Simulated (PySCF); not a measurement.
Species: [Y(H2O)6]3+ (charge +3 and singlet state).
Geometry (PBE0-D3(BJ)/def2-SVP, Å), atoms numbered from 1 in this order:
```
atom  x, y, z in Å
Y1     0.0021    0.0001    0.0024
O2     0.1213    0.1339    2.3116
H3     0.0764    0.9345    2.8693
H4     0.2196   -0.5974    2.9516
O5    -0.1342   -0.1300   -2.3070
H6    -0.1912    0.6047   -2.9481
H7    -0.1558   -0.9331   -2.8624
O8     2.3118    0.0897   -0.1428
H9     2.9570    0.1803    0.5850
H10    2.8636    0.0635   -0.9484
O11   -2.3084   -0.0990    0.1456
H12   -2.8600   -0.1010    0.9516
H13   -2.9537   -0.1646   -0.5846
O14   -0.1247    2.3115   -0.1040
H15   -0.9275    2.8676   -0.0960
H16    0.6088    2.9533   -0.1686
O17    0.1219   -2.3076    0.1232
H18   -0.6118   -2.9461    0.2135
H19    0.9221   -2.8668    0.0928
```

Computed with PySCF 2.14.0, PBE0-D3(BJ)/def2-SVP geometry optimisation, gas phase, def2 core potentials past Kr.

(1) Which atoms are bound to Y1, and at what distances?

(2) List the angles at Y1.

(3) What is the shape at Y1?

(4) What are the other bond lengths?

## Answers

(1) 6 atoms: O17 2.314 Å, O8 2.316 Å, O2 2.316 Å, O5 2.317 Å, O11 2.317 Å, O14 2.317 Å. The nearest atom not counted as bound is H19, at 3.01 Å (others tie with it).

(2) 
```tsv
angle	degrees	distance of the outer atoms (Å)
O8–Y1–O11	179.8	4.63
O14–Y1–O17	179.6	4.63
O2–Y1–O5	179.6	4.63
O8–Y1–O14	90.8	3.30
O2–Y1–O8	90.5	3.29
O5–Y1–O14	90.4	3.29
O11–Y1–O17	90.3	3.28
O2–Y1–O17	90.2	3.28
O5–Y1–O11	90.0	3.28
O5–Y1–O17	89.9	3.27
O5–Y1–O8	89.9	3.27
O2–Y1–O11	89.6	3.26
O2–Y1–O14	89.5	3.26
O11–Y1–O14	89.5	3.26
O8–Y1–O17	89.4	3.26
```

(3) Octahedral: the three widest angles are 179.8°, 179.6° and 179.6°, the others run from 89.4° to 90.8°.

(4) O2–H3 and 11 like bonds 0.977 Å.

Charge +3, singlet. No counter-ion or solvent screens the charge of this multiply charged ion. Whether it is a minimum is left open (no frequencies).
